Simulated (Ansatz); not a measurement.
Two structures, one formula

The two ends of one reaction step of InH₃Cl₂O, closed shell (PBE0-D4/def2-TZVP).

A:

In1  (-0.453, 0.645, -0.223)
H2  (-0.232, -1.859, 0.833)
Cl3  (-1.270, -0.324, -2.153)
Cl4  (-1.892, 1.280, 1.447)
H5  (0.436, -1.564, 1.011)
O6  (1.465, 1.034, -0.060)
H7  (1.947, 0.788, -0.855)
(Å)

B:

```xyz
7
angstrom
In -0.9888 -0.2750 0.1963
H -0.9755 -1.8405 0.8602
Cl -0.8585 0.0803 -2.1330
Cl -1.8338 1.5986 1.2798
H 1.9566 -0.3566 0.4049
O 1.2850 0.2890 0.1630
H 1.4152 0.5043 -0.7714
```

Program: Ansatz 0.2.0. Basis: def2-TZVPP. Cores are frozen in the correlated methods. Filled d shells of the heavier atoms are correlated. Core potentials replace the inner electrons of the atoms past krypton. The def2 sets are not built for correlating such inner shells, so the correlated values are less sure here. B3LYP uses VWN-RPA correlation.

Q: Which structure is lower at CCSD(T), and by how much? (An estimate is asked for; the value comes from the calculation.)

A: The calculation gives: B, by 70.4 kJ/mol (electronic energy, against the other). By their contacts, A is a complex of InHCl₂O ([OH][In]([Cl])[Cl]) + H₂ and B is InH₃Cl₂O ([OH2][InH]([Cl])[Cl]).

All methods give the same order:

| method | E(B) − E(A) (kJ/mol) |
| --- | --- |
| SPW92 | -90.2 |
| PBE-D4 | -64.6 |
| BLYP-D4 | -56.1 |
| r2SCAN-D4 | -70.2 |
| B97M-V | -79.0 |
| PBE0-D4 | -76.6 |
| B3LYP-D4 | -68.0 |
| r2SCAN0-D4 | -79.9 |
| BHLYP-D4 | -79.7 |
| CAM-B3LYP-D4 | -75.8 |
| wB97X-V | -73.2 |
| wB97M-V | -77.1 |
| B2PLYP | -65.7 |
| PBE-QIDH | -77.0 |
| RPA on PBE | -64.0 |
| HF | -82.4 |
| MP2 | -65.8 |
| CCSD | -74.9 |
| CCSD(T) | -70.4 |

T1 diagnostic: at most 0.014.

Labels in which every atom is bracketed show which atoms are joined, not bond orders.

For scale, one of the runs: CCSD(T)/def2-TZVPP, 207 basis functions, launched by `ansatz run in.yaml --threads 4 --pin off --events-out ev --progress --plain --max-ram 9574MiB`. The run took 79 s on 4 CPU threads of an Arm Neoverse V2 (shared host), with 2.9 GiB of host memory at its peak.
